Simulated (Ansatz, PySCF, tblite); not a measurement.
Potential energy curve for SMILES [SiH3]Br (H3BrSi). The Si1–Br5 bond (Si1 also carries H, H, H; Br5 carries nothing else) is stretched with both fragments frozen at the PBE0/def2-TZVP optimised geometry.

UHF/6-31G* = unrestricted Hartree-Fock/6-31G*, spherical d (PySCF); UMP2 = MP2 on UHF/cc-pVTZ, cores with 3d frozen (Ansatz, a quantum-chemistry and plane-wave program); GFN2-xTB, 300 K electronic temperature (tblite).

Energies are in kcal/mol, each relative to the lowest point of its own curve near equilibrium.

```
R / Å  UHF/6-31G*  UMP2  GFN2-xTB
-----  ----------  ----  --------
1.76         85.7  81.4     120.5
1.89         36.6  34.3      39.5
1.97         19.0  17.6      17.1
2.09          4.7   4.2       2.8
2.17          0.8   0.6       0.1
2.22          0.0   0.0       0.0
2.31          1.0   1.1       1.7
2.44          6.1   6.3       6.5
2.61         16.5  16.6      14.6
2.77         27.9  27.8      22.8
2.99         43.6  43.6      33.9
3.34         59.6     —      49.3
3.68         65.8     —      60.3
4.03         68.3     —      66.9
4.48         69.5     —      70.8
4.83         69.8     —      72.2
5.45         70.0     —      73.7
5.99         70.0     —      74.6
6.69         70.0     —      75.5
7.71         70.0     —      76.4
```

At the longest distance, 7.71 Å, GFN2-xTB lies highest above its minimum (76.4 kcal/mol) and UHF/6-31G* lowest (70.0 kcal/mol).

Dashes: no converged value, or the column stops at the first point that the program doubted or that broke a chosen test of continuity, which isn't proof of a fault.

The unrestricted determinant behind UHF/6-31G*, UMP2 is spin-contaminated at 3.34 to 7.71 Å (<S²> up to 1.0, against 0.00 for a pure singlet).
